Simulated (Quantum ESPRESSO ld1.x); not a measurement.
Q: Radial electron density D(r) = 4 pi r^2 rho(r) of an atom or ion with 14 electrons. Method: non-relativistic Kohn-Sham, LDA (Slater exchange, VWN5 correlation), spin-polarised, spherical densities, point nucleus; computed with ld1.x of Quantum ESPRESSO 7.5.

```
   r/bohr * D(r) (the largest magnitude, 19.4, reaches the edge; | marks zero)
 0.004809 | *
 0.006114 |  *
 0.007772 |    *
  0.00996 |       *
  0.01266 |           *
   0.0161 |                *
  0.02063 |                       *
  0.02622 |                               *
  0.03333 |                                        *
  0.04271 |                                                 *
   0.0543 |                                                      *
  0.06958 |                                                      *
  0.08846 |                                                 *
   0.1125 |                                          *
   0.1441 |                                     *
   0.1832 |                                       *
   0.2329 |                                               *
   0.2984 |                                                     *
   0.3794 |                                                  *
   0.4823 |                                    *
    0.618 |                   *
   0.7857 |          *
   0.9988 |        *
     1.28 |         *
    1.627 |      *
    2.068 |  *
    2.651 |*
     3.37 *
    4.284 *
```

What is the nuclear charge?

A: Z = 17. The innermost maximum, from 1s, lies near 1/Z = 0.0588 bohr (found: 0.0622), and its height grows with Z. The density is that of the chlorine ion Cl3+ in [Ne] 3s2 3p2; the configuration itself is not fixed sharply by these data, and Z only to about a unit. D(r) has 3 maxima, at r = 0.0622, 0.316, 1.19 bohr, and minima at 0.152, 0.944 bohr, inside which lie 2.18, 10.45 electrons.
